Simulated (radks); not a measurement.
Neutral zinc inside a hard spherical wall (all orbitals vanish at R), configuration held at [Ar] 3d10 4s2 and not refilled when levels cross. Calculated with a radial shooting solver on a logarithmic mesh with Libxc functionals: scalar-relativistic Kohn-Sham, r2SCAN, spin-polarised, spherical densities, finite nucleus; meta-GGA in the generalised Kohn-Sham scheme; Fermi nuclear charge, rms radius 3.9283 fm. Eigenvalues in eV for spin up, with the zero of energy where the potential of the charges vanishes at infinity; a dash marks a level that is unbound or too diffuse for the functional's potential to be trusted. A positive occupied level is held by the wall or, in an anion where self-interaction has pushed it up, behind a barrier. The pressure on the wall is -dE/dV.

| R (bohr) | E (hartree) | kinetic (hartree) | e(3s) | e(3p) | e(3d) | e(4s) | e(4p, empty) | e(5s, empty) | pressure (GPa) |
|---|---|---|---|---|---|---|---|---|---|
| free | -1796.29857 | 1824.934 | -133.52 | -86.065 | -10.461 | -6.220 | -0.697 | - | 0 |
| 15 | -1796.29857 | 1824.934 | -133.52 | -86.065 | -10.461 | -6.220 | -0.695 | 2.456 | < 0.0001 |
| 10 | -1796.29849 | 1824.935 | -133.51 | -86.055 | -10.452 | -6.212 | -0.656 | 3.623 | 0.00271 |
| 7 | -1796.29407 | 1824.970 | -133.28 | -85.819 | -10.220 | -6.003 | -0.121 | 7.414 | 0.278 |
| 6 | -1796.28228 | 1825.042 | -132.88 | -85.416 | -9.828 | -5.608 | 0.668 | 11.379 | 1.36 |
| 5 | -1796.23961 | 1825.256 | -131.90 | -84.444 | -8.889 | -4.522 | 2.540 | 19.444 | 7.15 |
| 4 | -1796.07537 | 1825.942 | -129.50 | -82.050 | -6.593 | -1.337 | 7.328 | 37.603 | 45.1 |
| 2 | -1790.09746 | 1845.886 | -98.115 | -51.095 | 25.728 | 67.905 | 89.212 | 273.29 | 7960 |
| 1.5 | -1775.03746 | 1892.805 | -56.783 | -8.302 | 74.014 | 199.19 | 226.48 | 602.31 | 61800 |
